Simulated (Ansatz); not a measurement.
Job for Ansatz (an electronic-structure program): R-PBE0/def2-TZVPP on CHN (SMILES C#N).

Ansatz 0.2 input:
```yaml
crystal:
  periodic: [false, false, false]
  atoms:
    - {symbol: C, position_ang: [-0.02646930, -0.00041238, 0.00000000]}
    - {symbol: N, position_ang: [1.11956421, 0.01676616, -0.00000000]}
    - {symbol: H, position_ang: [-1.09309491, -0.01635378, -0.00000000]}
basis:
  gaussian:
    orbitals: def2-TZVPP
hamiltonian:
  xc: {name: PBE0}
scf: {lower_state_search: off}
```

The log:

```
WARN ansatz: RAYON_NUM_THREADS=4 ignored (pool sized by the plan → 4); use --threads N
Functional definition: PBE0
these checks for a lower state are left out or cut short: stability, starts, cluster_reference, orbital_swaps, neighbouring_geometries, increment
integrals: 0.01 GiB planned
394 factors; their error is unknown
mean field: 0.14 GiB planned
mean field evaluation 1: about -2536.8110 eV, gradient 4.0e1 eV
mean field evaluation 2: about -2531.3840 eV, gradient 6.2e1 eV
mean field evaluation 4: about -2540.0538 eV, gradient 1.5e0 eV
mean field evaluation 8: about -2540.0670 eV, gradient 1.9e-2 eV
mean field -2540.06696093 eV, -93.3457390948 hartree, gradient 8.2e-7 eV, S^2 0.000000; 0 other end points of the search recorded, 0 dependent functions left out
reference -2540.06697833 eV, -93.3457397345 hartree; 7, 7 occupied and 69, 69 virtual orbitals, 394 factors
Total energy: -2540.06697833 eV, -93.3457397345 hartree
Checks for a lower state left out: stability, starts, cluster_reference, orbital_swaps, neighbouring_geometries, increment
```

The calculation finished and met its thresholds.

Cost: roughly 0.3 core-seconds.
